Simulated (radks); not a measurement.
Charge is removed step by step from the 5p level of the europium ion Eu3+, starting from [Xe] 4f6. Calculated with a radial shooting solver on a logarithmic mesh with Libxc functionals: scalar-relativistic Kohn-Sham, LDA (Slater exchange, Perdew-Wang correlation), spin-unpolarised, spherical densities, finite nucleus; Fermi nuclear charge, rms radius 5.1115 fm.

\begin{tabular}{lrrr}
removed (e) & E - E(0) (eV) & eigenvalue (eV) & E minus straight line (eV) \\ \hline
0 & 0.000 & -51.149 & 0.000 \\
0.1 & 5.178 & -52.482 & -0.609 \\
0.2 & 10.491 & -53.821 & -1.084 \\
0.3 & 15.937 & -55.167 & -1.425 \\
0.4 & 21.518 & -56.519 & -1.631 \\
0.5 & 27.234 & -57.878 & -1.701 \\
0.6 & 33.087 & -59.242 & -1.636 \\
0.7 & 39.077 & -60.613 & -1.433 \\
0.8 & 45.203 & -61.990 & -1.094 \\
0.9 & 51.468 & -63.373 & -0.616 \\
1 & 57.871 & -64.762 & 0.000 \\
\end{tabular}

Removing the whole electron costs 57.871 eV by Delta-SCF, against 51.149 eV from minus the eigenvalue at the starting occupation. Slater's transition state (half an electron removed) gives 57.878 eV. Integrating minus the eigenvalue over the occupation (Janak's theorem) gives 57.904 eV. In this scalar-relativistic scheme the density is built from large components alone, so the theorem holds only approximately. The mean slope of the eigenvalue, de/dn, is 13.6 eV per electron.
